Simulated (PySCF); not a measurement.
C4F5, SMILES FC(F)=C([C]=C(F)F)F (connectivity only; charge and spin as stated), charge +1, multiplicity 1. Atoms are numbered in the order given.

```xyz
9

F      0.1645    -2.6301     1.0738
C      0.0524    -1.9500     0.0000
F      0.1645    -2.6301    -1.0738
C     -0.1015    -0.6292     0.0000
C     -0.5495     0.6179     0.0000
F     -1.8032     0.9985     0.0000
C      0.3823     1.7074     0.0000
F     -0.0024     2.8949     0.0000
F      1.6207     1.5361     0.0000
```
Charge +1, spin multiplicity 1.

Coordinates come from a PBE0-D3(BJ)/def2-SVP optimisation. The spin state was assumed, not searched. The isomer is the one that the SMILES or the coordinates give; other isomers of the formula were not compared. The values are those of a single conformer.

Level of theory: PBE0-D3(BJ)/def2-SVP in PySCF.

Harmonic, unscaled wavenumbers; measured fundamentals usually lie a few per cent lower.

### Question
List the normal modes with their intensities. (The exact figures need the calculation; the answer reports its results.)

### Answer

```
mode  ν (cm⁻¹)  IR (km/mol)  moving atoms (share of kinetic energy)
----  --------  -----------  --------------------------------------
1           62          0.0                          F 71 %, C 29 %
2           67          0.1                          F 89 %, C 11 %
3          117          0.0                                  F 98 %
4          143          2.1                          F 73 %, C 27 %
5          228          2.3                          F 80 %, C 20 %
6          372          5.6                          F 88 %, C 12 %
7          411          2.8                          C 69 %, F 31 %
8          448          0.9                          F 65 %, C 35 %
9          577          2.1                          F 70 %, C 30 %
10         633         30.7                          F 62 %, C 38 %
11         652         11.3                          C 77 %, F 23 %
12         684         54.3                          C 83 %, F 17 %
13         769         15.7                                  C 92 %
14         775          1.2                          F 82 %, C 18 %
15        1034         66.0                          F 52 %, C 48 %
16        1266        223.4                          C 62 %, F 38 %
17        1481        286.5                          C 71 %, F 29 %
18        1510       1006.8                          C 87 %, F 13 %
19        1594        346.5                          C 82 %, F 18 %
20        1619        259.2                          C 74 %, F 26 %
21        2033        299.8                                  C 99 %
```
